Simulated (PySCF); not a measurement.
WO2Cl, SMILES [W]([Cl])(=[O])=[O] (connectivity only; charge and spin as stated), neutral, multiplicity 2.

Coordinates come from a B3LYP-D3(BJ)/def2-SVP optimisation. The multiplicity is an assumed one; other spin states were not compared. The isomer is the one that the SMILES or the coordinates give; other isomers of the formula were not compared. The def2 effective core potentials stand for the cores of W; spin–orbit coupling is left out.

These are PBE/def2-TZVPD run with PySCF values and carry that method's errors.

The molecule is in vacuum.

Computed frontier levels, dipole moment and polarisability:
```json
{
  "α spin, highest occupied and lowest empty level": "-6.66 and -4.57 eV",
  "β spin, highest occupied and lowest empty level": "-8.01 and -4.98 eV",
  "dipole_moment": "0.411 e·Å",
  "quadrupole, principal values (traceless, Buckingham form, about the centre of nuclear charge)": "-3.99, -2.82, 6.81 D·Å",
  "mean_static_polarisability": "61.1 bohr³ (9.06 Å³)",
  "polarisability_principal_values": "50.2, 59.5, 73.8 bohr³",
  "⟨S²⟩": "0.757 (pure state 0.75)"
}
```
